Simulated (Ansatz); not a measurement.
The first iterations of a band of ClFH4OW + H2 (10 atoms, charge 0, multiplicity 1).

Computed with RKS PBE/def2-SVP (Ansatz).

| Item | Value |
| --- | --- |
| movable images | 5 |
| climbing image | yes |
| spring | 5.0 eV/Å² |
| optimiser | quadratic models (default) |
| start path | through a guess of the saddle point |
| force threshold | 0.05 eV/Å |
| iteration limit | 60 |
| end points | relaxed |

First end point:

```xyz
10
Properties=species:S:1:pos:R:3
W -0.072 0.570 0.316
O -0.539 0.164 2.050
H -0.684 -0.457 2.783
H 2.005 -0.766 0.774
H -1.456 1.454 -0.050
H -1.379 -0.349 -0.299
H -0.127 -1.135 0.079
F 0.657 0.487 -1.393
Cl 1.080 2.620 0.743
H 2.292 -0.071 0.968
```

Last end point:

```xyz
10
Properties=species:S:1:pos:R:3
W 0.204 0.360 -0.262
O 0.168 -0.228 2.049
H -0.678 0.065 2.439
H 1.608 -0.374 0.304
H -0.937 1.230 0.624
H -1.274 -0.439 0.011
H 0.199 -1.337 -0.203
F 0.179 0.678 -2.080
Cl 1.478 2.168 0.672
H 0.831 0.396 2.418
```

| iteration | highest image above the first end (eV) | largest band force component (eV/Å) |
| --- | --- | --- |
| 1 | 6.801 | 5.766 |
| 2 | 4.404 | 2.946 |
| 3 | 3.050 | 2.278 |
| 4 | 2.684 | 1.895 |
| 5 | 2.337 | 1.433 |
| 6 | 2.256 | 1.068 |
| 7 | 2.200 | 1.279 |
| 8 | 1.993 | 0.851 |
| 9 | 1.674 | 0.645 |
| 10 | 1.585 | 0.923 |
| 11 | 1.569 | 0.349 |

Problem. Does the band converge within its limit, and where does its top end?

Solution. It converged. It ended after 33 iterations with the highest image 1.498 eV above the first end. A vibrational analysis at the climbing image gives one clearly imaginary mode, 170i cm⁻¹: a first-order saddle point. The orbitals stay closed-shell, which can raise the energy where a bond breaks towards radicals; this wasn't checked here.

The run took 7.1 min on 2 threads of Arm Neoverse V1 (shared host), peak memory 0.16 GiB.
